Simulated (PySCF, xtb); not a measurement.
B(Br)(OH)(NH2) (BBrH3NO), SMILES BrB(N)O. One conformer was computed; it need not be the lowest.

Harmonic wavenumbers (cm⁻¹) from GFN2-xTB in xtb at its own minimum, in rising order: 269, 301, 424, 457, 507, 526, 555, 846, 932, 1128, 1403, 1521, 3519, 3559, 3632.

Task: What does ωB97X-D3(BJ)/def2-SVP run with PySCF give at its own minimum? (An estimate is asked for; the answer gives what the named calculation found.)

Result: 286, 328, 412, 436, 535, 554, 583, 908, 1005, 1247, 1466, 1610, 3653, 3769, 3938. Paired by order, the mean absolute difference is 81 cm⁻¹ and the zero-point energies are 28.0 and 29.6 kcal/mol.
